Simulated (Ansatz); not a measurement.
(BE)3 ring: r2SCAN-D4/def2-TZVP single points in Ansatz on relaxed structures, gas phase. Binding counts from free atoms in the multiplicity of their measured ground term, without zero-point energy. The structures are stationary points that may keep the symmetry of their start.

```tsv
species	atoms	state	geometry	HOMO (eV)	LUMO (eV)	gap (eV)	binding per atom (eV)	point group (within 0.1 Å)
(ClBS)3 ring (B3S3Cl3)	9	singlet	PBE-D4/def2-SVP	-7.73	-2.94	4.80	4.27	D3h
(HBAsH)3 ring (B3As3H6)	12	singlet	PBE-D4/def2-SVP	-6.46	-3.18	3.28	3.17	Cs
(MeBPH)3 ring (C3H12B3P3)	21	singlet	PBE-D4/def2-SVP	-6.00	-4.10	1.90	3.82	C3v
```

The gap (eV) runs from 1.90 ((MeBPH)3 ring) to 4.80 ((ClBS)3 ring).
